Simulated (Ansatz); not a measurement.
# Nudged elastic band run: H5O2PSi

Input file:

```yaml
crystal:
  periodic: [false, false, false]
  atoms:
    - { symbol: O, position_ang: [0.170901, 1.137381, -2.118393] }
    - { symbol: Si, position_ang: [0.616124, 0.677492, -0.513933] }
    - { symbol: O, position_ang: [-0.516639, -0.564818, -0.052446] }
    - { symbol: P, position_ang: [-0.18433, -1.120578, 1.602827] }
    - { symbol: H, position_ang: [-0.791765, 1.512902, -1.999634] }
    - { symbol: H, position_ang: [0.577386, 1.798325, 0.441613] }
    - { symbol: H, position_ang: [1.996983, 0.209295, -0.630899] }
    - { symbol: H, position_ang: [-0.210189, -2.520188, 1.268829] }
    - { symbol: H, position_ang: [-1.569972, -1.176111, 1.984837] }
magnetization:
  spin_polarized: true
basis:
  gaussian: { orbitals: STO-3G }
hamiltonian:
  xc: blyp
neb:
  order_check: false
  images: 7
  f_tol: 0.05
  max_iterations: 60
  final_atoms:
    - { symbol: O, position_ang: [-0.01417159, 1.31123058, -1.33298665] }
    - { symbol: Si, position_ang: [1.4344301, 0.69457977, -0.25133274] }
    - { symbol: O, position_ang: [0.04221152, -0.6316972, -0.11680433] }
    - { symbol: P, position_ang: [-0.81525712, -0.54675972, 1.46365366] }
    - { symbol: H, position_ang: [-0.49728861, 2.02873357, -0.75447389] }
    - { symbol: H, position_ang: [-0.45298445, 0.22622758, -0.86420845] }
    - { symbol: H, position_ang: [1.96099806, -0.05383945, -1.44788534] }
    - { symbol: H, position_ang: [0.1056046, -1.41974415, 2.12955239] }
    - { symbol: H, position_ang: [-1.67504351, -1.65503097, 1.15728634] }
  initial_path:
    images:
      - { positions_ang: [[0.170901, 1.137381, -2.118393], [0.616124, 0.677492, -0.513933], [-0.516639, -0.564818, -0.052446], [-0.18433, -1.120578, 1.602827], [-0.791765, 1.512902, -1.999634], [0.577386, 1.798325, 0.441613], [1.996983, 0.209295, -0.630899], [-0.210189, -2.520188, 1.268829], [-1.569972, -1.176111, 1.984837]] }
      - { positions_ang: [[0.21999651, 1.19000188, -2.05016381], [0.65680597, 0.66788007, -0.49814217], [-0.53639101, -0.43581371, 0.01576788], [-0.17666041, -1.05476492, 1.59888324], [-0.75247016, 1.50268591, -1.99501028], [0.39510438, 1.63390607, 0.39445923], [1.95361929, 0.05927023, -0.66932703], [-0.11113641, -2.41275379, 1.20741206], [-1.56036916, -1.19671175, 1.97892189]] }
      - { positions_ang: [[0.26909202, 1.24262277, -1.98193462], [0.69748794, 0.65826815, -0.48235135], [-0.55614303, -0.30680942, 0.08398176], [-0.16899082, -0.98895184, 1.59493948], [-0.71317533, 1.49246982, -1.99038656], [0.21282275, 1.46948714, 0.34730545], [1.91025559, -0.09075454, -0.70775506], [-0.01208381, -2.30531957, 1.14599512], [-1.55076632, -1.2173125, 1.97300678]] }
      - { positions_ang: [[0.31818754, 1.29524365, -1.91370543], [0.73816992, 0.64865622, -0.46656052], [-0.57589504, -0.17780512, 0.15219564], [-0.16132123, -0.92313877, 1.59099572], [-0.67388049, 1.48225373, -1.98576285], [0.03054113, 1.30506821, 0.30015168], [1.86689188, -0.24077932, -0.74618309], [0.08696878, -2.19788536, 1.08457818], [-1.54116348, -1.23791325, 1.96709167]] }
      - { positions_ang: [[0.36728305, 1.34786454, -1.84547625], [0.77885189, 0.63904429, -0.4507697], [-0.59564705, -0.04880083, 0.22040952], [-0.15365164, -0.85732569, 1.58705197], [-0.63458566, 1.47203764, -1.98113913], [-0.15174049, 1.14064928, 0.25299791], [1.82352817, -0.39080409, -0.78461112], [0.18602137, -2.09045114, 1.02316124], [-1.53156063, -1.258514, 1.96117656]] }
      - { positions_ang: [[0.27191939, 1.33870605, -1.71735385], [0.94274644, 0.65292816, -0.40091046], [-0.43618241, -0.19452492, 0.13610606], [-0.31905301, -0.7796842, 1.55620239], [-0.6002614, 1.61121162, -1.67447282], [-0.22705148, 0.91204386, -0.02630368], [1.85789565, -0.30656293, -0.95042968], [0.16591718, -1.92277439, 1.29975903], [-1.56743135, -1.35764324, 1.76020401]] }
      - { positions_ang: [[0.17655573, 1.32954756, -1.58923145], [1.106641, 0.66681203, -0.35105122], [-0.27671777, -0.34024901, 0.0518026], [-0.48445438, -0.70204271, 1.52535281], [-0.56593714, 1.7503856, -1.36780651], [-0.30236247, 0.68343843, -0.30560527], [1.89226312, -0.22232177, -1.11624823], [0.14581299, -1.75509765, 1.57635682], [-1.60330207, -1.45677248, 1.55923145]] }
      - { positions_ang: [[0.08119207, 1.32038907, -1.46110905], [1.27053555, 0.6806959, -0.30119198], [-0.11725313, -0.48597311, -0.03250087], [-0.64985575, -0.62440121, 1.49450324], [-0.53161288, 1.88955959, -1.0611402], [-0.37767346, 0.454833, -0.58490686], [1.92663059, -0.13808061, -1.28206679], [0.1257088, -1.5874209, 1.85295461], [-1.63917279, -1.55590173, 1.3582589]] }
      - { positions_ang: [[-0.01417159, 1.31123058, -1.33298665], [1.4344301, 0.69457977, -0.25133274], [0.04221152, -0.6316972, -0.11680433], [-0.81525712, -0.54675972, 1.46365366], [-0.49728861, 2.02873357, -0.75447389], [-0.45298445, 0.22622758, -0.86420845], [1.96099806, -0.05383945, -1.44788534], [0.1056046, -1.41974415, 2.12955239], [-1.67504351, -1.65503097, 1.15728634]] }
```

Launched with:

```bash
$ ansatz run input.yaml --threads 1 --pin off --max-ram 2048MiB --backend cpu --events-out ev --progress --plain --runs-dir out
```

Output, in part (warnings, iteration lines, the closing report on the highest movable image, with atoms numbered from 0):

```
NEB end point (image 0): max|allowed force component| = 1.327e-2 eV/Å (the criterion of neb.relax_end_points is 1.000e-2)
NEB end point (image 8): max|allowed force component| = 8.129e-3 eV/Å (the criterion of neb.relax_end_points is 1.000e-2)
NEB iter   1: max|band force component| = 1.372e1 eV/Å  barrier→ = 8.9000 eV  barrier← = 7.8461 eV  Δτ_max = 0.1947 Å  (222 SCF iters)
NEB iter   2: max|band force component| = 6.506e0 eV/Å  barrier→ = 4.9765 eV  barrier← = 3.9226 eV  Δτ_max = 0.1973 Å  (210 SCF iters)
NEB iter   3: max|band force component| = 3.330e0 eV/Å  barrier→ = 3.5684 eV  barrier← = 2.5145 eV  Δτ_max = 0.1975 Å  (207 SCF iters)
NEB iter   4: max|band force component| = 1.842e0 eV/Å  barrier→ = 3.2062 eV  barrier← = 2.1523 eV  Δτ_max = 0.1944 Å  (205 SCF iters)
NEB iter   5: max|band force component| = 1.431e0 eV/Å  barrier→ = 3.3219 eV  barrier← = 2.2680 eV  Δτ_max = 0.2000 Å  (199 SCF iters)
NEB iter   6: max|band force component| = 2.437e0 eV/Å  barrier→ = 3.3353 eV  barrier← = 2.2814 eV  Δτ_max = 0.1009 Å  (196 SCF iters)
NEB iter   7: max|band force component| = 1.827e0 eV/Å  barrier→ = 3.1679 eV  barrier← = 2.1140 eV  Δτ_max = 0.1006 Å  (193 SCF iters)
NEB iter   8: max|band force component| = 6.702e-1 eV/Å  barrier→ = 2.8914 eV  barrier← = 1.8375 eV  Δτ_max = 0.1983 Å  (195 SCF iters)
NEB iter   9: max|band force component| = 4.249e0 eV/Å  barrier→ = 2.8150 eV  barrier← = 1.7611 eV  Δτ_max = 0.1000 Å  (200 SCF iters)
NEB iter  10: max|band force component| = 1.422e0 eV/Å  barrier→ = 2.9181 eV  barrier← = 1.8642 eV  Δτ_max = 0.1968 Å  (192 SCF iters)
NEB iter  11: max|band force component| = 7.548e-1 eV/Å  barrier→ = 2.9212 eV  barrier← = 1.8673 eV  Δτ_max = 0.2000 Å  (199 SCF iters)
NEB iter  12: max|band force component| = 1.444e0 eV/Å  barrier→ = 2.6790 eV  barrier← = 1.6251 eV  Δτ_max = 0.1015 Å  (202 SCF iters)
NEB iter  13: max|band force component| = 1.602e0 eV/Å  barrier→ = 2.4962 eV  barrier← = 1.4423 eV  Δτ_max = 0.0501 Å  (192 SCF iters)
NEB iter  14: max|band force component| = 9.035e-1 eV/Å  barrier→ = 2.3862 eV  barrier← = 1.3323 eV  Δτ_max = 0.1005 Å  (194 SCF iters)
NEB iter  15: max|band force component| = 9.040e-1 eV/Å  barrier→ = 2.4467 eV  barrier← = 1.3928 eV  Δτ_max = 0.1973 Å  (191 SCF iters)
NEB iter  16: max|band force component| = 5.798e-1 eV/Å  barrier→ = 2.5190 eV  barrier← = 1.4651 eV  Δτ_max = 0.1511 Å  (189 SCF iters)
NEB iter  17: max|band force component| = 6.457e-1 eV/Å  barrier→ = 2.3900 eV  barrier← = 1.3361 eV  Δτ_max = 0.0776 Å  (198 SCF iters)
NEB iter  18: max|band force component| = 1.560e0 eV/Å  barrier→ = 2.2911 eV  barrier← = 1.2372 eV  CI = image 2  Δτ_max = 0.0766 Å  (185 SCF iters)
NEB iter  19: max|band force component| = 1.089e0 eV/Å  barrier→ = 2.4843 eV  barrier← = 1.4304 eV  CI = image 2  Δτ_max = 0.1524 Å  (183 SCF iters)
NEB iter  20: max|band force component| = 9.131e-1 eV/Å  barrier→ = 2.6354 eV  barrier← = 1.5815 eV  CI = image 2  Δτ_max = 0.1992 Å  (198 SCF iters)
NEB iter  21: max|band force component| = 5.570e-1 eV/Å  barrier→ = 2.6768 eV  barrier← = 1.6229 eV  CI = image 2  Δτ_max = 0.1676 Å  (195 SCF iters)
NEB iter  22: max|band force component| = 4.190e-1 eV/Å  barrier→ = 2.6706 eV  barrier← = 1.6167 eV  CI = image 2  Δτ_max = 0.2000 Å  (191 SCF iters)
NEB iter  23: max|band force component| = 3.947e-1 eV/Å  barrier→ = 2.6569 eV  barrier← = 1.6030 eV  CI = image 2  Δτ_max = 0.1465 Å  (188 SCF iters)
NEB iter  24: max|band force component| = 2.960e-1 eV/Å  barrier→ = 2.6487 eV  barrier← = 1.5948 eV  CI = image 2  Δτ_max = 0.2000 Å  (186 SCF iters)
NEB iter  25: max|band force component| = 3.003e-1 eV/Å  barrier→ = 2.6478 eV  barrier← = 1.5939 eV  CI = image 2  Δτ_max = 0.1007 Å  (192 SCF iters)
NEB iter  26: max|band force component| = 1.739e-1 eV/Å  barrier→ = 2.6476 eV  barrier← = 1.5937 eV  CI = image 2  Δτ_max = 0.0994 Å  (187 SCF iters)
NEB iter  27: max|band force component| = 1.858e-1 eV/Å  barrier→ = 2.6474 eV  barrier← = 1.5935 eV  CI = image 2  Δτ_max = 0.0501 Å  (179 SCF iters)
NEB iter  28: max|band force component| = 9.571e-2 eV/Å  barrier→ = 2.6472 eV  barrier← = 1.5933 eV  CI = image 2  Δτ_max = 0.0501 Å  (187 SCF iters)
NEB iter  29: max|band force component| = 6.481e-2 eV/Å  barrier→ = 2.6471 eV  barrier← = 1.5932 eV  CI = image 2  Δτ_max = 0.0499 Å  (188 SCF iters)
NEB iter  30: max|band force component| = 9.876e-2 eV/Å  barrier→ = 2.6471 eV  barrier← = 1.5932 eV  CI = image 2  Δτ_max = 0.0250 Å  (186 SCF iters)
NEB iter  31: max|band force component| = 5.685e-2 eV/Å  barrier→ = 2.6471 eV  barrier← = 1.5932 eV  CI = image 2  Δτ_max = 0.0250 Å  (183 SCF iters)
NEB iter  32: max|band force component| = 6.223e-2 eV/Å  barrier→ = 2.6471 eV  barrier← = 1.5932 eV  CI = image 2  Δτ_max = 0.0125 Å  (184 SCF iters)
NEB iter  33: max|band force component| = 4.205e-2 eV/Å  barrier→ = 2.6471 eV  barrier← = 1.5932 eV  CI = image 2  Δτ_max = 0.0000 Å  (345 SCF iters)
Total energy: -21082.41435234 eV, -774.7644372749 hartree
Atom 0 at     0.228934     0.622745    -2.138320 Å, force     0.000107     0.000264    -0.000012 eV/Å
Atom 1 at     0.779811     1.045870    -0.540094 Å, force    -0.000500    -0.000203     0.000867 eV/Å
Atom 2 at    -0.597411     0.225679     0.540062 Å, force    -0.000097     0.000979    -0.000897 eV/Å
Atom 3 at    -0.090281    -1.163195     1.570509 Å, force     0.000317    -0.001868    -0.000724 eV/Å
Atom 4 at    -0.530470     1.306344    -2.336330 Å, force    -0.000029    -0.000141    -0.000395 eV/Å
Atom 5 at     0.031810     1.442109     0.821383 Å, force     0.000379    -0.000106    -0.000302 eV/Å
Atom 6 at     1.877210     0.061791    -0.418217 Å, force    -0.000190     0.000110     0.000053 eV/Å
Atom 7 at    -0.177519    -2.121919     0.504441 Å, force     0.000551     0.000708     0.000489 eV/Å
Atom 8 at    -1.433586    -1.465724     1.979367 Å, force    -0.000537     0.000257     0.000922 eV/Å
Dipole moment:    -0.147726     0.115699     0.134182 e Å
```

The run converged. The profile has 2 maxima (images 2, 6) with wells between them (image 3): this band takes more than one step, which may be the mechanism or a detour left from its start path. Neighbouring images differ by up to 2.6 eV, so the band resolves the path poorly. A vibrational analysis at the climbing image gives one clearly imaginary mode, 1077i cm⁻¹: a first-order saddle point. The orbitals stay closed-shell, which can raise the energy where a bond breaks towards radicals; this wasn't checked here. Limits of this set-up: minimal basis.

Final band (atoms are numbered from 1 in the order of the input):

```json
{"image": "0", "path coordinate (Å)": "0.00", "energy (eV)": "0.00", "Si2–H6 (Å)": "1.47"}
{"image": "1", "path coordinate (Å)": "1.19", "energy (eV)": "0.07", "Si2–H6 (Å)": "1.47"}
{"image": "2", "path coordinate (Å)": "2.39", "energy (eV)": "2.65", "Si2–H6 (Å)": "1.60"}
{"image": "3", "path coordinate (Å)": "4.00", "energy (eV)": "1.77", "Si2–H6 (Å)": "2.46"}
{"image": "4", "path coordinate (Å)": "5.61", "energy (eV)": "1.79", "Si2–H6 (Å)": "2.48"}
{"image": "5", "path coordinate (Å)": "7.22", "energy (eV)": "1.88", "Si2–H6 (Å)": "2.54"}
{"image": "6", "path coordinate (Å)": "8.82", "energy (eV)": "1.90", "Si2–H6 (Å)": "2.58"}
{"image": "7", "path coordinate (Å)": "10.42", "energy (eV)": "1.39", "Si2–H6 (Å)": "2.09"}
{"image": "8", "path coordinate (Å)": "12.03", "energy (eV)": "1.05", "Si2–H6 (Å)": "2.04"}
```

Time of the run: 9.1 min on 1 thread of Arm Neoverse V1 (shared host), peak memory 0.11 GiB.
